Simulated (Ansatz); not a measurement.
`[Cl][Sn][Br]` + HCl → `[Cl][Sn][Cl]` + HBr at 298.15 K and 1 bar (ligand exchange at the Sn–Br bond).

Calculated with Ansatz (gas phase, PBE0-D4/def2-TZVP geometries, no zero-point term in ΔE). CCSD(T)/CBS adds triple-zeta CCSD(T) − MP2 to the extrapolated MP2 energy (def2 sets, frozen cores). This one scheme is used for every species. Elements past krypton have def2 core potentials. For Br, Sn outer-core shells are correlated without core-valence functions, which leaves a few kJ/mol of doubt a bond. Scalar relativity is left out up to krypton.

```csv
species,CCSD(T)/CBS energy (Eh),H − E (kJ/mol),S (J/(mol·K))
`[Cl][Sn][Br]`,-3247.23683,18.2,323.1
HCl,-460.38127,26.6,186.8
`[Cl][Sn][Cl]`,-1133.69328,18.5,305.8
HBr,-2573.91920,24.6,198.6
```

H − E and S are ideal-gas, rigid-rotor, harmonic terms from PBE0-D4/def2-TZVP. 1 Eh = 2625.50 kJ/mol, R = 8.31446 J/(mol·K).

Task: By hand: ΔE, ΔH, ΔS and ΔG.

Result: ΔE = (-1133.69328) + (-2573.91920) − (-3247.23683) − (-460.38127) = 0.00562 Eh = 14.8 kJ/mol. Δ(H − E) = 18.5 + 24.6 − 18.2 − 26.6 = -1.7, so ΔH = 13.1 kJ/mol. ΔS = 305.8 + 198.6 − 323.1 − 186.8 = -5.5 J/(mol·K). ΔG = 13.1 − 298.15 × (-5.5)/1000 = 14.7 kJ/mol.

Task: By hand: the equilibrium constant, and the temperature at which ΔG would vanish if ΔH and ΔS stayed fixed.

Result: log₁₀ K = −ΔG/(RT ln 10) = -2.6. ΔH and −TΔS have one sign here, so there is no such temperature.

The number of gas molecules stays the same, so ΔS is small and ΔH decides. A doubt of 5 kJ/mol in ΔE shifts log₁₀ K by 0.9 here. These are equilibria of isolated gas molecules and say nothing of rates. Largest T1 diagnostic: 0.014 (customary marks: 0.02 for closed shells, 0.045 for open ones).

ΔS is within the doubt of such terms, so its sign, and with it that verdict, could turn.
